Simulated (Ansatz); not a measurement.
Isolated molecules relaxed with PBE0-D4/def2-TZVP in Ansatz; ΔE leaves out vibrations. CCSD(T)/CBS adds triple-zeta CCSD(T) − MP2 to the extrapolated MP2 energy (def2 sets, frozen cores). Each species was taken in one conformer, which may not be the lowest.

Reaction (substitution at a C–C bond): `CCC(O)(F)F` + `O[Si](O)(Cl)Cl` → `CO[Si](O)(Cl)Cl` + `CC(O)(F)F`

| species | CCSD/def2-TZVPP energy (Eh) |
| --- | --- |
| `CCC(O)(F)F` | -392.30905 |
| `O[Si](O)(Cl)Cl` | -1360.16361 |
| `CO[Si](O)(Cl)Cl` | -1399.37721 |
| `CC(O)(F)F` | -353.07628 |

Problem. Work out ΔE.

Solution. ΔE = (-1399.37721) + (-353.07628) − (-392.30905) − (-1360.16361) = 0.01917 Eh = +50.3 kJ/mol. CCSD(T)/CBS gives +52.2 kJ/mol.

Largest T1 diagnostic among the species: 0.011.

In def2-TZVPP, CCSD(T) changes the Hartree–Fock value by +9.4 kJ/mol (the triples alone add +0.3 kJ/mol) and MP2 by +13.0 kJ/mol.
